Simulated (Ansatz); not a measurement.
The inner images of a band of C$_{2}$H$_{8}$S$_{2}$Si (13 atoms, charge 0, multiplicity 1) are given out of order.

Method: Ansatz, RKS r2SCAN-D4/6-31G.

Image 0:

```xyz
13
Properties=species:S:1:pos:R:3
Si -1.628 -0.803 -0.808
C 0.220 -1.289 -0.610
S 1.379 0.219 -0.690
C 1.125 0.840 1.076
S 1.706 2.610 1.273
H -1.990 0.256 0.197
H -1.858 -0.268 -2.190
H -2.515 -1.999 -0.579
H 0.536 -1.930 -1.440
H 0.420 -1.833 0.320
H 0.067 0.754 1.334
H 1.736 0.256 1.767
H 0.821 3.154 0.366
```

Image 8:

```xyz
13
Properties=species:S:1:pos:R:3
Si -1.669 -1.099 -0.714
C 0.251 -1.133 -0.699
S 1.034 0.592 -0.862
C 0.645 1.246 0.869
S 1.676 2.760 1.262
H -2.175 -0.212 0.390
H -2.153 -0.572 -2.031
H -2.212 -2.486 -0.495
H 0.626 -1.688 -1.566
H 0.653 -1.614 0.201
H -0.392 1.579 0.933
H 0.835 0.452 1.596
H 2.901 2.140 1.131
```

Problem. Put them in order from the first end to the last, with their energies above the first end.
A.
```xyz
13
Properties=species:S:1:pos:R:3
Si -1.646 -0.888 -0.802
C 0.228 -1.268 -0.633
S 1.321 0.288 -0.714
C 1.042 0.898 1.054
S 1.891 2.541 1.348
H -2.060 0.140 0.214
H -1.931 -0.362 -2.177
H -2.453 -2.139 -0.567
H 0.566 -1.889 -1.471
H 0.467 -1.808 0.291
H -0.029 0.983 1.248
H 1.504 0.201 1.758
H 1.119 3.267 0.466
```
B.
```xyz
13
Properties=species:S:1:pos:R:3
Si -1.655 -1.001 -0.814
C 0.230 -1.312 -0.619
S 1.252 0.267 -0.896
C 0.966 1.041 0.798
S 2.171 2.488 0.971
H -2.081 0.129 0.083
H -1.956 -0.639 -2.238
H -2.437 -2.231 -0.433
H 0.582 -2.016 -1.382
H 0.492 -1.729 0.361
H -0.059 1.407 0.883
H 1.183 0.293 1.564
H 1.332 3.269 1.737
```
C.
```xyz
13
Properties=species:S:1:pos:R:3
Si -1.690 -1.017 -0.785
C 0.219 -1.205 -0.672
S 1.129 0.460 -0.834
C 0.776 1.110 0.907
S 1.388 2.864 1.137
H -2.168 0.006 0.207
H -2.071 -0.578 -2.167
H -2.363 -2.328 -0.470
H 0.589 -1.809 -1.508
H 0.542 -1.692 0.256
H -0.302 1.152 1.068
H 1.244 0.451 1.641
H 2.727 2.551 1.235
```
D.
```xyz
13
Properties=species:S:1:pos:R:3
Si -1.653 -0.957 -0.811
C 0.235 -1.263 -0.647
S 1.270 0.329 -0.777
C 0.988 0.953 0.986
S 2.070 2.429 1.390
H -2.087 0.110 0.155
H -1.972 -0.515 -2.208
H -2.417 -2.218 -0.499
H 0.590 -1.900 -1.465
H 0.498 -1.763 0.294
H -0.063 1.213 1.130
H 1.283 0.169 1.686
H 1.277 3.378 0.781
```
E.
```xyz
13
Properties=species:S:1:pos:R:3
Si -1.675 -0.986 -0.790
C 0.214 -1.305 -0.634
S 1.262 0.251 -0.931
C 0.978 1.053 0.749
S 1.910 2.700 0.734
H -2.089 0.135 0.122
H -2.005 -0.620 -2.206
H -2.440 -2.223 -0.398
H 0.541 -2.009 -1.407
H 0.492 -1.731 0.338
H -0.089 1.236 0.894
H 1.385 0.405 1.529
H 1.536 3.057 2.014
```
F.
```xyz
13
Properties=species:S:1:pos:R:3
Si -1.694 -0.985 -0.789
C 0.203 -1.271 -0.671
S 1.225 0.318 -0.896
C 0.893 1.072 0.802
S 1.413 2.886 0.793
H -2.123 0.093 0.167
H -2.057 -0.577 -2.186
H -2.426 -2.251 -0.428
H 0.531 -1.926 -1.486
H 0.498 -1.747 0.271
H -0.176 1.021 1.008
H 1.461 0.535 1.566
H 2.273 2.797 1.865
```
G.
```xyz
13
Properties=species:S:1:pos:R:3
Si -1.654 -0.987 -0.815
C 0.232 -1.290 -0.638
S 1.255 0.301 -0.850
C 0.982 0.995 0.887
S 2.196 2.391 1.236
H -2.082 0.120 0.109
H -1.968 -0.596 -2.229
H -2.428 -2.230 -0.458
H 0.588 -1.966 -1.423
H 0.497 -1.740 0.328
H -0.039 1.364 0.997
H 1.179 0.199 1.608
H 1.263 3.403 1.264
```

Solution. A (+0.5 kJ/mol), D (+2.8 kJ/mol), G (+7.9 kJ/mol), B (+11.7 kJ/mol), E (+14.1 kJ/mol), F (+10.0 kJ/mol), C (+2.1 kJ/mol).

Run time: 10 min on 1 thread of Intel(R) Xeon(R) 6975P-C (Granite Rapids), on a shared host, peak memory 0.18 GiB.
